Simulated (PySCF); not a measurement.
Mapped SMILES: `[F:1][C:2]([F:3])=[C:4]([F:5])[c:6]1[cH:7][cH:8][cH:9][cH:10][cH:11]1`. Hydrogens are named by the atom that carries them.

Geometry: PBE0-D3(BJ)/def2-SVP; GIAO shifts from PySCF 2.14.0 with density-fitted response routines, gas phase, non-relativistic, averaged over equivalent atoms.

At PBE0/pcSseg-1 (212 basis functions):
```json
{"atoms": "F1", "δ (ppm)": "-98.2"}
{"atoms": "F3", "δ (ppm)": "-113.6"}
{"atoms": "F5", "δ (ppm)": "-197.9"}
{"atoms": "C2", "δ (ppm)": "163.8"}
{"atoms": "C4", "δ (ppm)": "134.9"}
{"atoms": "C8/C10", "δ (ppm)": "134.3"}
{"atoms": "C9", "δ (ppm)": "133.4"}
{"atoms": "C6", "δ (ppm)": "132.7"}
{"atoms": "C7/C11", "δ (ppm)": "128.3"}
{"atoms": "H(C7)/H(C11)", "δ (ppm)": "7.69"}
{"atoms": "H(C8)/H(C10)", "δ (ppm)": "7.56"}
{"atoms": "H(C9)", "δ (ppm)": "7.42"}
```

δ = σ(ref) − σ, references computed at the same level: ¹⁹F (177.25 ppm) against CFCl3; ¹³C (184.41 ppm) and ¹H (31.27 ppm) vs TMS.

**Question.** What do these become at PBE/pcSseg-2?

**Answer.** 
```
       atoms  δ at PBE/pcSseg-2  change
          F1             -109.6   -11.4
          F3             -122.9    -9.3
          F5             -206.2    -8.3
          C2              167.9    +4.1
          C4              139.5    +4.6
      C8/C10              136.4    +2.1
          C9              134.4    +1.0
          C6              137.3    +4.6
      C7/C11              129.6    +1.3
H(C7)/H(C11)               7.72   +0.03
H(C8)/H(C10)               7.55   -0.01
       H(C9)               7.39   -0.03
```

References, each an isolated molecule treated in the same way: CFCl3 for ¹⁹F (142.93 ppm); TMS for ¹³C (179.39 ppm) and ¹H (31.18 ppm).

The largest change is at F1 (vinylic fluorine). Cost: 466 basis functions. The order of the carbon signals changes between the two levels.

Unscaled 19F shifts against computed CFCl3 carry errors that often reach 10 to 50 ppm.
